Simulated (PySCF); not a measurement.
PySCF input (BP86/6-31G* with LANL2DZ past Ar (5d)):

```python
from pyscf import gto, dft

mol = gto.M(
    atom='''
    B    -0.63997600   -0.46592100   -0.04260000
    Br   -0.74773800    1.20691800   -0.91323500
    Br    0.83916300   -1.14035800    0.91932100
    ''',
    basis={'default': '6-31g*', 'Br': 'lanl2dz'},
    ecp={'Br': 'lanl2dz'},
    charge=0,
    spin=1,
    verbose=4,
)

mf = dft.UKS(mol, xc='bp86')
mf.grids.level = 3
mf.conv_tol = 1e-9
mf.max_cycle = 100
mf.max_memory = 1500
mf.kernel()
if not mf.converged:
    mf = mf.newton()
    mf.kernel(mf.make_rdm1())
mo, _, stable, _ = mf.stability(return_status=True)
if not stable:
    mf.kernel(mf.make_rdm1(mo, mf.mo_occ))
    stable = mf.stability(return_status=True)[2]
mf.dip_moment()
```

From the output:

```
  HOMO = -0.154231210316  LUMO = -0.0965704689086  gap/eV = 1.56903
cycle= 4 E= -51.2102492794162  delta_E= -0.0367  |g|= 0.0846  |ddm|= 0.404
  alpha nocc = 10  HOMO = -0.187702165209718  LUMO = -0.0905231618764359
  beta  nocc = 9  HOMO = -0.280767373432148  LUMO = -0.116524089123538
  HOMO = -0.18770216521  LUMO = -0.116524089124  gap/eV = 1.93685
cycle= 5 E= -51.2158203542987  delta_E= -0.00557  |g|= 0.0188  |ddm|= 0.182
  alpha nocc = 10  HOMO = -0.184941607927279  LUMO = -0.0855111643508888
  beta  nocc = 9  HOMO = -0.278604255282127  LUMO = -0.10777582918967
  HOMO = -0.184941607927  LUMO = -0.10777582919  gap/eV = 2.09979
cycle= 6 E= -51.2161221914873  delta_E= -0.000302  |g|= 0.00169  |ddm|= 0.0251
  alpha nocc = 10  HOMO = -0.18552063847773  LUMO = -0.0858105232423805
  beta  nocc = 9  HOMO = -0.278682948743714  LUMO = -0.107365657348864
  HOMO = -0.185520638478  LUMO = -0.107365657349  gap/eV = 2.12671
cycle= 7 E= -51.2161246397753  delta_E= -2.45e-06  |g|= 0.000592  |ddm|= 0.00382
  alpha nocc = 10  HOMO = -0.185608871167187  LUMO = -0.0859255824361993
  beta  nocc = 9  HOMO = -0.278646727048776  LUMO = -0.107427186721646
  HOMO = -0.185608871167  LUMO = -0.107427186722  gap/eV = 2.12743
cycle= 8 E= -51.2161249263111  delta_E= -2.87e-07  |g|= 3.7e-05  |ddm|= 0.000841
  alpha nocc = 10  HOMO = -0.185601882728322  LUMO = -0.0859293714147684
  beta  nocc = 9  HOMO = -0.278647258149793  LUMO = -0.107433234151668
  HOMO = -0.185601882728  LUMO = -0.107433234152  gap/eV = 2.12708
cycle= 9 E= -51.2161249272875  delta_E= -9.76e-10  |g|= 1.82e-05  |ddm|= 8.22e-05
  alpha nocc = 10  HOMO = -0.185599794784808  LUMO = -0.085929889509166
  beta  nocc = 9  HOMO = -0.278647315532769  LUMO = -0.107433160237234
  HOMO = -0.185599794785  LUMO = -0.107433160237  gap/eV = 2.12702
Extra cycle  E= -51.2161249268478  delta_E= 4.4e-10  |g|= 2.82e-05  |ddm|= 8.28e-05
converged SCF energy = -51.2161249268478  <S^2> = 0.75342512  2S+1 = 2.0034222
uhf_internal: lowest eigs of H = [0.32979453 0.33513963 0.34691716]
<class 'pyscf.dft.uks.UKS'> wavefunction is stable in the internal stability analysis
Dipole moment(X, Y, Z, Debye):  0.31826,  0.23229,  0.02089
```

The geometry given is a B3LYP-D3(BJ)/def2-TZVP minimum.
